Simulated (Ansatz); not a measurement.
A calculation with Ansatz (development build ahead of 0.2.0).

```yaml
crystal:
  periodic: [false, false, false]
  atoms:
    - { symbol: C, position_ang: [1.01823, 0.0, 0.0] }
    - { symbol: C, position_ang: [0.0, 1.01823, 0.0] }
    - { symbol: C, position_ang: [-1.01823, 0.0, 0.0] }
    - { symbol: C, position_ang: [0.0, -1.01823, 0.0] }
    - { symbol: F, position_ang: [2.35823, 0.0, 0.0] }
    - { symbol: F, position_ang: [0.0, 2.35823, 0.0] }
    - { symbol: F, position_ang: [-2.35823, 0.0, 0.0] }
    - { symbol: F, position_ang: [0.0, -2.35823, 0.0] }
basis:
  gaussian: { orbitals: def2-TZVP }
magnetization:
  initial_magnetization: 2
hamiltonian:
  xc: hf
```

The input is written out in the form of the current development build from the run's settings.

The run gave:

```json
{
  "Converged": "yes",
  "Total energy": "-549.23033 hartree",
  "Spin squared of the determinant": "2.000",
  "Stability test": "minimum among restricted orbitals"
}
```

Caution: other spin multiplicities may lie lower.
